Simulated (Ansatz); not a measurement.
`[SiH3]C[SiH2][SbH2]` from Hartree–Fock to CCSD(T)

Z-matrix (Å, degrees):
```
Si
C 1 1.872
H 1 1.489 2 109.6
H 1 1.488 2 111.4 3 119.9
H 1 1.487 2 110.4 3 -119.3
Si 2 1.877 1 113.9 3 63.9
H 2 1.095 1 108.6 3 -57.6
H 2 1.095 1 109.3 3 -174.3
Sb 6 2.579 2 110.4 1 -57.0
H 6 1.488 2 109.6 1 65.9
H 6 1.490 2 110.4 1 -175.1
H 9 1.709 6 90.2 2 175.8
H 9 1.708 6 91.8 2 84.2
```

The species carries charge 0 and has multiplicity 1. Correlated methods include outer-core shells of Sb, which these sets cover unevenly. Sb: def2 effective core potential. The geometry is a stationary point of PBE0-D4/def2-TZVP. It is one conformer, not always the lowest. Frozen core, restricted reference, Ansatz.

```csv
basis,HF (Eh),MP2 corr.,CCSD corr.,(T),CCSD(T) total
def2-SVP,-860.01033,-0.47431,-0.54805,-0.01606,-860.57444
def2-TZVPP,-860.26974,-0.79452,-0.84758,-0.02900,-861.14632
def2-QZVPP,-860.29150,-1.06361,–,–,–
```
